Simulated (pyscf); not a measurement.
HO–Al [singlet] + HO–SiH₃ → HO–AlH–O–SiH₃, an insertion (singlet surface; H–O broken, Al–O, Al–H formed). Optimised with ωB97X-D3(BJ)/def2-SVP in PySCF. MP2 and CC: frozen core, UHF for open shells. ΔMP2 is the change of the MP2 total energy from the triple- to the quadruple-zeta basis. Energies in kcal/mol from the separated reactants.

Small-basis levels: PySCF, no dispersion term, spherical d functions. AM1 to PM7: differences of heats of formation from MOPAC, which are fitted to 298 K values and so differ in kind from electronic energies by zero-point and thermal terms. Cost: rough CPU time at the saddle relative to B3LYP/6-31G*, from one job on a shared machine.

| level | barrier | reaction energy | cost |
|---|---|---|---|
| SVWN5/6-31G* | 3.9 | -54.9 | 1 |
| PBE/6-31G* | 12.2 | -50.4 | 2 |
| B3LYP/LANL2DZ | 18.2 | -46.5 | 0.6 |
| B3LYP/6-31G* | 19.3 | -52.4 | 1 |
| PBE/def2-SVP | 12.5 | -50.0 | 2 |
| AM1 | 16.6 | -38.1 | under 0.02 |
| PM7 | 34.4 | -81.2 | under 0.02 |
| CCSD(T)/def2-TZVPP + ΔMP2(QZVPP) | 21.7 | -53.5 | – |

Against the last row the barrier runs from -17.8 (SVWN5/6-31G*) to +12.7 kcal/mol (PM7); B3LYP/6-31G* happens to lie closest here (2.4 kcal/mol apart). CCSD(T)/def2-TZVPP + ΔMP2(QZVPP) has limits of its own. On the reactant side the descent ends in an adduct with a Al–O, O–Si contact, 13.0 kcal/mol under the separated species and 34.3 kcal/mol under the saddle at ωB97X-D3(BJ)/def2-TZVP. What is counted as formed (Al–O) is already present as a longer contact in the reactant adduct; forming that adduct is a step of its own. The same reactants have a lower exit, to HO–Al(OH)–SiH₃ (barrier +12.0 kcal/mol at ωB97M-D3(BJ)/def2-TZVP, against +23.7 kcal/mol here). This is the saddle that the search found; another between the same sides may lie lower. The CCSD(T) − MP2 part came from Ansatz, without density fitting, on the same reference.
